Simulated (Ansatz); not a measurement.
`C=[CH][Ga]([CH3])[F]` + HCl → `C=[CH][Ga]([CH3])[Cl]` + H–F at 500 K and 1 bar (ligand exchange at a Ga–F bond).

Program: Ansatz. Geometries: PBE0-D4/def2-TZVP. ΔE: electronic, gas phase. CCSD(T)/CBS is the MP2 limit (def2-TZVPP, def2-QZVPP) plus CCSD(T) − MP2 in def2-TZVPP, frozen cores. This one scheme is used for every species. For Ga outer-core shells are correlated without core-valence functions, which leaves a few kJ/mol of doubt a bond. Scalar relativity is left out up to krypton. One conformer a species, not always the lowest.

| species | CCSD(T)/CBS energy (Eh) | H − E (kJ/mol) | S (J/(mol·K)) |
| --- | --- | --- | --- |
| `C=[CH][Ga]([CH3])[F]` | -2141.53502 | 259.3 | 440.1 |
| HCl | -460.38127 | 32.5 | 201.9 |
| `C=[CH][Ga]([CH3])[Cl]` | -2501.53436 | 258.4 | 450.1 |
| H–F | -100.39570 | 39.4 | 188.7 |

H − E and S are ideal-gas, rigid-rotor, harmonic terms from PBE0-D4/def2-TZVP, for one conformer and one mirror image of each species. 1 Eh = 2625.50 kJ/mol, R = 8.31446 J/(mol·K).

Task: By hand: ΔE, ΔH, ΔS and ΔG.

Result: ΔE = (-2501.53436) + (-100.39570) − (-2141.53502) − (-460.38127) = -0.01377 Eh = -36.2 kJ/mol. Δ(H − E) = 258.4 + 39.4 − 259.3 − 32.5 = 6.0, so ΔH = -30.2 kJ/mol. ΔS = 450.1 + 188.7 − 440.1 − 201.9 = -3.2 J/(mol·K). ΔG = -30.2 − 500 × (-3.2)/1000 = -28.6 kJ/mol.

Task: By hand: the equilibrium constant, and the temperature at which ΔG would vanish if ΔH and ΔS stayed fixed.

Result: log₁₀ K = −ΔG/(RT ln 10) = 3.0. ΔG = 0 at ΔH/ΔS = 9438 K, far beyond where these terms or the molecules hold.

The number of gas molecules stays the same, so ΔS is small and ΔH decides. A doubt of 5 kJ/mol in ΔE shifts log₁₀ K by 0.5 here. Other conformers and mirror images would add mixing entropy, several J/(mol·K) or more a flexible species. Modes under 60 cm⁻¹, often nearly free rotors, make the harmonic entropy too high. These are equilibria of isolated gas molecules and say nothing of rates. Largest T1 diagnostic: 0.013 (customary marks: 0.02 for closed shells, 0.045 for open ones).
